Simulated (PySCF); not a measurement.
ReOF3, SMILES [F][Re](=[O])([F])[F] (connectivity only; charge and spin as stated), neutral, multiplicity 3. Atoms are numbered in the order given.

```xyz
5

Re     0.0308     0.0918     0.0000
O     -0.6758     1.6001     0.0000
F      0.5848    -0.3076     1.7333
F      0.5848    -0.3076    -1.7333
F     -0.8252    -1.5721     0.0000
```
Charge 0, spin multiplicity 3.

Coordinates come from a PBE0-D3(BJ)/def2-SVP optimisation. The multiplicity is an assumed one; other spin states were not compared. The def2 effective core potentials stand for the cores of Re; spin–orbit coupling is left out.

All values below come from PBE0-D3(BJ)/def2-SVP (PySCF).

Frequencies are harmonic and unscaled.

```csv
mode,ν (cm⁻¹),IR (km/mol),moving atoms (share of kinetic energy)
1,119,1.6,F 89 %
2,225,11.2,"F 47 %, O 38 %, Re 15 %"
3,229,1.7,F 93 %
4,237,11.2,"F 71 %, Re 16 %, O 13 %"
5,278,7.5,"O 63 %, F 27 %, Re 10 %"
6,664,52.7,F 94 %
7,712,152.4,"F 83 %, Re 16 %"
8,716,64.7,F 94 %
9,1086,126.9,O 92 %
```
